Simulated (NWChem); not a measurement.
Total energies of silanone (H₂OSi)

```
Si
O 1 1.5320
H 1 1.4919 2 124.10
H 1 1.4919 3 111.80 2 180.00
```
Charge 0, spin multiplicity 1.

All runs are NWChem calculations. All single points use one geometry, from PBE0/def2-SVP, a minimum by its harmonic frequencies.

Basis set: cc-pVDZ (42 functions).

| method | total energy (Ha) |
|---|---|
| RHF | -364.92561 |
| MP2 | -365.21752 |
| B2PLYP | -365.70172 |
| PBE | -365.65879 |
| B3LYP | -365.90991 |
| LDA (SVWN5) | -364.17581 |
| CCSD(T) | -365.24144 |

Total energies of different functionals aren't comparable as a measure of quality: only differences taken within one method are. 

The correlated methods keep 6 core orbitals frozen. B3LYP has NWChem's definition, with VWN1-RPA local correlation. Coupled-cluster values serve here as a point of comparison, not as the truth.
